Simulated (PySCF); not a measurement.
From one molecule to another.

First species: GaH5SSi.
Structure used (PBE0-D3(BJ)/def2-SVP), in Å, numbered top down from 1:
```xyz
8
GaH5SSi angstrom
Si     1.4281   -0.1661    0.1828
S     -0.0781    1.2651    0.7466
Ga    -1.8569    0.3093   -0.1509
H      1.4769   -0.3550   -1.2977
H      2.7355    0.3773    0.6513
H      1.1866   -1.4913    0.8271
H     -1.6478   -1.0579   -0.8830
H     -3.1922    1.0963    0.0253
```

Second species: C2H6BBr3S.
Geometry (PBE0-D3(BJ)/def2-SVP, Å), atoms numbered from 1 in this order:
```xyz
13
C2H6BBr3S angstrom
C      0.6505   -1.5167    0.2655
S      0.0476    0.0799    0.8343
C      1.1586    1.2025   -0.0275
B     -1.6974    0.3059   -0.0977
Br    -2.2271    2.1574    0.3922
Br    -1.4278    0.0556   -2.0555
Br    -2.8316   -1.1034    0.7236
H     -0.0370   -2.2679    0.6751
H      1.6628   -1.6689    0.6616
H      0.6302   -1.5467   -0.8329
H      0.7988    2.2167    0.1885
H      1.1113    1.0086   -1.1082
H      2.1724    1.0644    0.3701
```

Levels: CAM-B3LYP/def2-SVPD for dipole moment, HOMO energy, LUMO energy, HOMO–LUMO gap, static isotropic polarisability and electronic spatial extent ⟨r²⟩ about the centre of nuclear charge; TDDFT CAM-B3LYP/def2-SVPD for lowest singlet excitation; PBE0-D3(BJ)/def2-SVP for rotational constant A and rotational constant C. Geometries: PBE0-D3(BJ)/def2-SVP. All species are isolated and taken at one optimised geometry, non-relativistic unless stated; the electronic structure was computed with PySCF and density fitting.

The conformers computed, where there is a choice (atom-mapped SMILES and torsion angles):
- `[CH3:1][S+:2]([CH3:3])[B-:4]([Br:5])([Br:6])[Br:7]`: C1–S2–B4–Br5 -174°

```tsv
property	column X	column Y
dipole moment	1.26 D	6.29 D
HOMO energy	-8.90 eV	-8.74 eV
LUMO energy	-0.82 eV	0.41 eV
HOMO–LUMO gap	8.08 eV	9.15 eV
lowest singlet excitation	5.16 eV	6.65 eV
static isotropic polarisability	80.0 au	123.7 au
electronic spatial extent ⟨r²⟩ about the centre of nuclear charge	723 bohr²	2517 bohr²
rotational constant A	9.207 GHz	0.599 GHz
rotational constant C	1.592 GHz	0.508 GHz
```

(1) Which column belongs to which species?

(2) How does each property change from the first species to the second?

## Answers

(1) Column X is the first species and column Y the second. The first has 8 atoms and 66 electrons, the second 13 and 144.

(2) dipole moment +5.03 D; HOMO energy +0.16 eV; LUMO energy +1.23 eV; HOMO–LUMO gap +1.07 eV; lowest singlet excitation +1.49 eV; static isotropic polarisability +43.7 au; electronic spatial extent ⟨r²⟩ about the centre of nuclear charge +1794 bohr²; rotational constant A -8.608 GHz; rotational constant C -1.084 GHz.

On the first: The dipole equals about 4.2 × 10⁻³⁰ C·m (1 D = 3.33564 × 10⁻³⁰ C·m). The principal polarisabilities are 62.1, 77.9 and 100.0 au; their mean is the isotropic value. The calculation is non-relativistic and has no spin–orbit coupling, an omission that weighs most on gallium.

On the second: S1 lies 2.50 eV below the HOMO–LUMO gap; its leading configuration is HOMO→LUMO, weight 0.38, beside HOMO→LUMO+2, weight 0.24. The principal polarisabilities are 114.1, 128.5 and 128.5 au; their mean is the isotropic value. Relativistic effects, spin–orbit coupling among them, are left out although an element past zinc is present.
